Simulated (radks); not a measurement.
Valence configurations of Hg I. Method: Dirac Kohn-Sham, PBE, spin-unpolarised, spherical densities, finite nucleus; open shells fill j = l - 1/2 first; Fermi nuclear charge, rms radius 5.4648 fm; computed with a radial shooting solver on a logarithmic mesh with Libxc functionals. Energies are relative to [Hg]; eigenvalues in eV.

valence                     E (eV)  e(4f5/2)  e(4f7/2)  e(5d3/2)  e(5d5/2)  e(6p1/2)
[Hg]                         0.000   -97.961   -93.769   -11.001    -9.166         -
[Xe] 4f13 5d10 6s2 6p1      100.06   -115.20   -110.88   -16.371   -14.255    -2.823
[Xe] 4f14 5d10 6s1 6p1       5.427   -99.672   -95.480   -12.660   -10.803    -2.410
[Xe] 4f13.5 5d9.5 6s2 6p1   53.116   -109.04   -104.78   -15.646   -13.613    -2.827
[Xe] 4f13.5 5d10 6s2 6p0.5  48.048   -106.51   -102.25   -13.682   -11.706    -2.224
[Xe] 4f14 5d9.5 6s2 6p0.5    4.122   -100.49   -96.294   -13.010   -11.117    -2.235

NIST lists [Hg] as the ground configuration; this level of theory agrees among the configurations tried. The energies are those of spherical spin-averaged densities, not of single terms.
